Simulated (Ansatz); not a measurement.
Molecule: GaF$_{3}$, net charge -1, doublet state. SMILES of the parent species: [F][Ga]([F])[F]

Atoms: Ga1, F2, F3, F4. Bonds: Ga1-F2, Ga1-F3, Ga1-F4.

Bond lengths (Å) and angles (degrees) optimised at HF/STO-3G with Ansatz (a quantum-chemistry and plane-wave program); B3LYP/LANL2DZ with Ansatz; B3LYP/6-31G* with LANL2DZ past Ar with Ansatz; MP2/6-31G* with LANL2DZ past Ar with Ansatz, each started from the B3LYP-D3(BJ)/def2-TZVP structure (Ansatz) of the last column. A row stands for all coordinates that are equal there. 6-31G* holds six Cartesian d functions. No wavenumbers were computed at HF/STO-3G, B3LYP/LANL2DZ, MP2/6-31G* with LANL2DZ past Ar, so these may be saddle points.

```tsv
coordinate	HF/STO-3G	B3LYP/LANL2DZ	B3LYP/6-31G* with LANL2DZ past Ar	MP2/6-31G* with LANL2DZ past Ar	B3LYP-D3(BJ)/def2-TZVP
Ga1-F2	1.782 to 1.796	1.811	1.764	1.760	1.837
F2-Ga1-F3	91.2	106.6	107.1	107.2	106.7
```

A range marks coordinates that this level makes unequal.

Mean signed difference of all 3 bond lengths from B3LYP-D3(BJ)/def2-TZVP: HF/STO-3G -0.046 Å, B3LYP/LANL2DZ -0.026 Å, B3LYP/6-31G* with LANL2DZ past Ar -0.073 Å, MP2/6-31G* with LANL2DZ past Ar -0.077 Å.
